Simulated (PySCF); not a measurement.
Sb(Cl)(SiH3)2 (ClH₆SbSi₂), SMILES [SiH3][Sb]([SiH3])[Cl].

Geometry optimised at B3LYP-D3(BJ)/def2-SVP. The def2 effective core potentials stand for the cores of Sb; spin–orbit coupling is left out.

Two levels are set side by side: TDA-PBE/def2-SVPD (PySCF) and TDA-LC-ωPBE/def2-SVPD (PySCF). Vertical, same geometry. The lowest singlet is HOMO→LUMO 99 % with PBE and HOMO→LUMO 97 % with the other functional; states are paired by order. Differences are taken from unrounded values.

| quantity | TDA-LC-ωPBE |
|---|---|
| lowest singlet excitation (eV) | 4.03 |
| lowest triplet excitation (TDA) (eV) | 3.21 |
| first bright state (f over 0.05) (eV) | 5.94 |
| its oscillator strength | 0.11 |

Problem. What does TDA-PBE give, and how far is it from TDA-LC-ωPBE? (The exact figures need the calculation; the answer reports its results.)

Solution. 
| quantity | TDA-PBE | TDA-PBE minus TDA-LC-ωPBE |
|---|---|---|
| lowest singlet excitation (eV) | 3.58 | -0.46 |
| lowest triplet excitation (TDA) (eV) | 2.99 | -0.22 |
| first bright state (f over 0.05) (eV) | 5.63 | -0.31 |
| its oscillator strength | 0.09 | -0.02 |

A lower first singlet is the usual sign of a functional without exact exchange. Differences between two approximate levels are no errors against the true value.

Rough cost on one machine, each run with all the roots and properties that it gave: TDA-LC-ωPBE against TDA-PBE about 2 times.
